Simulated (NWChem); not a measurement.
System meant: GeSiH₃F, singlet; SMILES [F][Ge][SiH3]

Here is an NWChem input.

```
start job
memory heap 200 mb stack 900 mb global 1100 mb
geometry units angstroms noautoz
  Ge    -0.403044     0.666415    -0.180845
  F      1.257467     1.098242     0.235922
  Si     0.123043    -1.772281    -0.035205
  H      0.620326    -2.083456     1.344828
  H      1.219941    -2.094756    -1.005428
  H     -1.043117    -2.667361    -0.328249
end
basis spherical
  * library def2-svp
end
dft
  xc b3lyp
  iterations 4
  mulliken
end
task dft energy
```

End of the output:

```
    Atom       Charge   Shell Charges
 -----------   ------   -------------------------------------------------------
    1 Ge  32    31.73   2.00  2.00  1.97  1.13  0.64  5.99  5.80  1.06  0.87  7.80  2.05  0.42
    2 F    9     9.23   1.98  1.03  0.78  3.21  2.23  0.00
    3 Si  14    13.78   2.00  1.94  0.72  0.38  5.82  1.33  1.42  0.18
    4 H    1     1.08   0.64  0.42  0.03
    5 H    1     1.08   0.64  0.42  0.03
    6 H    1     1.10   0.64  0.43  0.03

 center of mass
 --------------
 x =  -0.05625830 y =   0.22311709 z =  -0.00001033

 moments of inertia (a.u.)
 ------------------
         575.152326841588          -0.000000000000          -0.000000000000
          -0.000000000000         182.479839059705          -0.000000000000
          -0.000000000000          -0.000000000000         736.457881468620

     Multipole analysis of the density
     ---------------------------------

     L   x y z        total         alpha         beta         nuclear
     -   - - -        -----         -----         ----         -------
     0   0 0 0     -0.000000    -29.000000    -29.000000     58.000000

     1   1 0 0     -0.661407     -0.330703     -0.330703     -0.000000
     1   0 1 0      0.028181      0.014090      0.014090     -0.000000
     1   0 0 1     -0.000075     -0.000038     -0.000038     -0.000000

     2   2 0 0    -29.808006    -57.464998    -57.464998     85.121989
     2   1 1 0     -0.736035     -0.491027     -0.491027      0.246018
     2   1 0 1     -0.000225      0.000102      0.000102     -0.000429
     2   0 2 0    -30.929751   -167.030066   -167.030066    303.130382
     2   0 1 1     -0.000459      0.000342      0.000342     -0.001144
     2   0 0 2    -25.771459    -18.138200    -18.138200     10.504941

 ------------------------------------------------------------------------
 dft energy failed                                                                                  0
 ------------------------------------------------------------------------
 ------------------------------------------------------------------------
  current input line :
    19: task dft energy
 ------------------------------------------------------------------------
 ------------------------------------------------------------------------
 This type of error is most commonly associated with calculations not reaching convergence criteria
 ------------------------------------------------------------------------
 For more information see the NWChem manual at https://nwchemgit.github.io

0:dft energy failed:Received an Error in Communication
```

Task: Can this run be used? If not, why, and what is the fix?

Result: Convergence was not reached. Cause: the SCF was allowed too few iterations. This input runs:
```
start job
memory heap 200 mb stack 900 mb global 1100 mb
geometry units angstroms noautoz
  Ge    -0.403044     0.666415    -0.180845
  F      1.257467     1.098242     0.235922
  Si     0.123043    -1.772281    -0.035205
  H      0.620326    -2.083456     1.344828
  H      1.219941    -2.094756    -1.005428
  H     -1.043117    -2.667361    -0.328249
end
basis spherical
  * library def2-svp
end
dft
  xc b3lyp
  iterations 150
  mulliken
end
task dft energy
```
It converges to -2467.77983 Ha (B3LYP/def2-SVP).
